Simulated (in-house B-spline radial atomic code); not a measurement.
Mn⁺. Computed with a B-spline radial atomic code. Model: all-electron spherical atom, spin shells full or empty, radial basis limit, no spin-orbit coupling: exact exchange with a local potential (Slater, KLI or optimised effective potential, whose far tail is KLI's), no correlation.

Empty minority-spin level lies below the highest occupied level: each spin potential is zero at infinity, spin occupations fixed.

Exchange potential has not reached -1/r at the last radius.

The run also made RPA and GW results, which its time includes.

The Slater potential averages the orbital exchange potentials with the orbital densities as weights, KLI adds orbital constants, and the optimised effective potential minimises the exact-exchange energy among local potentials. So their energies lie above Hartree-Fock in the order OEP, KLI, Slater. All fall off as −1/r, unlike LDA and GGA exchange.

Command:
```bash
python run_gw.py task.json out
```
Settings (lengths in bohr, energies in hartree):
```
Z                      25
electrons              24
configuration          [Ar] 3d5 4s1
hamiltonian            nr
method                 slater
lmax                   9
spin_polarised         True
box_radius             23.78
intervals              74
ion_configuration      [Ar] 3d5
```

Cost of the run: 7.6 s on 1 thread of Intel(R) Xeon(R) Platinum 8488C (Sapphire Rapids), on a shared host.

Given: hamiltonian non-relativistic; mean-field start Slater potential.

Computed: energy above Hartree-Fock 197.21 millihartree; virial ratio -E/T less 1 -0.016237.

| radius (bohr) | r times exchange potential up (hartree bohr) | r times exchange potential down (hartree bohr) |
| --- | --- | --- |
| 0.002 | -0.051092 | -0.051062 |
| 0.00248 | -0.063298 | -0.063261 |
| 0.00309 | -0.078767 | -0.078722 |
| 0.00384 | -0.09769 | -0.097634 |
| 0.00477 | -0.121 | -0.12093 |
| 0.00592 | -0.14951 | -0.14943 |
| 0.00736 | -0.18468 | -0.18458 |
| 0.00914 | -0.2272 | -0.22707 |
| 0.0114 | -0.27944 | -0.27929 |
| 0.0141 | -0.33903 | -0.33885 |
| 0.0175 | -0.40933 | -0.40912 |
| 0.0218 | -0.49037 | -0.49013 |
| 0.0271 | -0.57805 | -0.57779 |
| 0.0336 | -0.66786 | -0.66759 |
| 0.0418 | ? | ? |
| 0.0519 | -0.82886 | -0.82864 |
| 0.0645 | -0.87569 | -0.87555 |
| 0.0802 | -0.88637 | -0.88626 |
| 0.0996 | -0.88431 | -0.88378 |
| 0.124 | -0.93563 | -0.93376 |
| 0.154 | -1.0623 | -1.0587 |
| 0.191 | -1.2177 | -1.2133 |
| 0.237 | -1.3457 | -1.3445 |
| 0.295 | -1.3949 | -1.41 |
| 0.367 | -1.3202 | -1.3581 |
| 0.455 | -1.2206 | -1.1643 |
| 0.566 | -1.3305 | -1.1129 |
| 0.703 | -1.5557 | -1.2583 |
| 0.874 | -1.727 | -1.392 |
| 1.09 | -1.7651 | -1.4393 |
| 1.35 | -1.6619 | -1.4046 |
| 1.68 | -1.4472 | -1.3246 |
| 2.08 | ? | ? |
| 2.59 | -1.088 | -1.1632 |
| 3.21 | -1.038 | -1.1061 |
| 3.99 | -1.0194 | -1.0646 |
| 4.96 | -1.0097 | -1.0371 |

Q: What belongs in the row 0.0418?

A: r times exchange potential up (hartree bohr): -0.75552; r times exchange potential down (hartree bohr): -0.75526.

Q: What belongs in the row 2.08?

A: r times exchange potential up (hartree bohr): -1.2241; r times exchange potential down (hartree bohr): -1.239.

```csv
occupied,level (hartree),Hartree-Fock level (hartree)
1s up,-238.48,-240.83
1s down,-238.47,-240.83
2s up,?,?
2s down,-28.432,-29.331
2p up,-24.688,-25.17
2p down,-24.681,-25.039
3s up,-3.8804,-4.316
3s down,-3.5655,-3.8939
3p up,?,?
3p down,-2.4827,-2.5186
3d up,-0.98739,-0.93336
4s up,-0.63393,-0.54401
```

Q: What belongs in the row 2s up?

A: level (hartree): -28.437; Hartree-Fock level (hartree): -29.469.

Q: What belongs in the row 3p up?

A: level (hartree): -2.7825; Hartree-Fock level (hartree): -3.0206.

```csv
empty,level (hartree)
3d down,-0.75324
4s down,-0.61886
4p up,?
4p down,-0.4323
5s up,-0.24716
5s down,-0.24422
4d down,-0.21999
4d up,-0.21975
5p up,?
5p down,-0.19287
```

Q: What belongs in the row 4p up?

A: level (hartree): -0.43417.

Q: What belongs in the row 5p up?

A: level (hartree): -0.19443.

The highest level, 4s up, differs from Hartree-Fock by -2.4 eV and the deepest, 1s up, by +63.9 eV: the Slater potential lacks the response part and is deeper than the optimised one throughout, so the top level comes too deep.
